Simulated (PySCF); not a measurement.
## Ge⁺: excitation energy

Ge⁺ [Ar] 3d10 4s2 4p1 (2P) → Ge⁺ [Ar] 3d10 4s1 4p1 4d1 (high-spin determinant), as a difference of total energies. Computed with PySCF 2.14 in aug-cc-pVDZ-PP with ECP10MDF (5s4p3d, 32 functions), with scalar relativity through the core potential. Correlated levels: valence: 3s2 3p6 3d10 frozen. The calculations carry no spin-orbit coupling.

| method | excitation energy (eV) |
| --- | --- |
| UHF | 15.169 |
| LDA | 16.713 |
| PBE | 16.270 |
| PBE0 | 16.182 |
| r2SCAN | 16.271 |
| BLYP | 16.638 |
| B2PLYP | 16.444 |
| BHandHLYP | 16.560 |
| LC-wPBE | 16.555 |
| MP2 (valence) | 15.884 |
| SCS-MP2 (valence) | 16.092 |

Question: How much does correlation contribute at MP2 (valence)?

Answer: 15.884 − (15.169) = 0.715 eV, measured against UHF.

The upper state lies above the first ionisation limit, but in LS coupling its spin forbids autoionisation to the ground ion.

The promoted electron is Rydberg-like, and one or two diffuse shells describe it only roughly, which tends to raise the upper state.

The determinant of the upper state mixes LS terms, which raises its energy above the lowest term, most at the Hartree-Fock and MP2 levels.
